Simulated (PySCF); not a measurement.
Spectrum to structure. Theory: TDDFT wB97X-D/def2-SVPD, vertical, gas phase, core orbitals frozen in the response (PySCF). Geometries: GFN2-xTB, one conformer each.

```json
{"state": "S1", "ν̃ (cm⁻¹)": "42100", "f": "0.0012", "main configurations (H = HOMO, L = LUMO)": "H→L (96%)"}
{"state": "S2", "ν̃ (cm⁻¹)": "61120", "f": "0.084", "main configurations (H = HOMO, L = LUMO)": "H→L+1 (51%), H-1→L (35%)"}
{"state": "S3", "ν̃ (cm⁻¹)": "63640", "f": "0.259", "main configurations (H = HOMO, L = LUMO)": "H-1→L (56%), H→L+1 (24%), H→L+3 (9%)"}
{"state": "S4", "ν̃ (cm⁻¹)": "65580", "f": "0.126", "main configurations (H = HOMO, L = LUMO)": "H→L+3 (53%), H→L+2 (26%), H→L+1 (11%)"}
{"state": "S5", "ν̃ (cm⁻¹)": "66730", "f": "0.142", "main configurations (H = HOMO, L = LUMO)": "H→L+2 (40%), H→L+4 (28%), H→L+3 (14%)"}
{"state": "S6", "ν̃ (cm⁻¹)": "68250", "f": "0.0043", "main configurations (H = HOMO, L = LUMO)": "H-2→L (60%), H-4→L (26%)"}
{"state": "S7", "ν̃ (cm⁻¹)": "69180", "f": "0.0090", "main configurations (H = HOMO, L = LUMO)": "H-1→L+1 (73%), H-1→L+3 (12%)"}
{"state": "S8", "ν̃ (cm⁻¹)": "70660", "f": "0.046", "main configurations (H = HOMO, L = LUMO)": "H→L+4 (48%), H→L+2 (17%), H→L+3 (9%)"}
```

Question: Which candidate is it?
A. `C/C=N/CCCF`
B. `C(#CC)C#CC#N`
C. `N1[SiH2]N[C@H](C1)CF`

Answer: A. Its S1 lies at 5.22 eV; the nearest of the others has S1 at 6.10 eV. S1 is HOMO→LUMO (96%). Löwdin shares by element: HOMO nitrogen 59%, carbon 23% or more, hydrogen 5% or more; LUMO carbon 41% or more, nitrogen 32%, hydrogen 7% or more (atoms not listed hold the other 20%). At the same level the other candidates give, for their lowest levels:
- `CC#CC#CC#N`: 3.97 eV (f 0.000); 4.15 eV (f 0.000 summed over 2 states); 6.32 eV (f 0.000); 6.60 eV (f 0.001 summed over 2 states); 7.05 eV (f 3.190) [of 8 roots; the last level is left out, as the window may have cut its degenerate partner]; T1 3.27 eV; HOMO -9.50, LUMO -0.42 eV
- `FC[C@H]1CN[SiH2]N1`: 6.10 eV (f 0.011); 6.24 eV (f 0.013); 6.54 eV (f 0.001); 6.79 eV (f 0.005); 7.51 eV (f 0.002); T1 5.86 eV; HOMO -8.67, LUMO 2.01 eV

Shape of the structure used: `[CH3:1]/[CH:2]=[N:3]/[CH2:4][CH2:5][CH2:6][F:7]`: C2–N3–C4–C5 -125°, N3–C4–C5–C6 68°, C4–C5–C6–F7 66°.
Triplets come from the Tamm–Dancoff approximation.
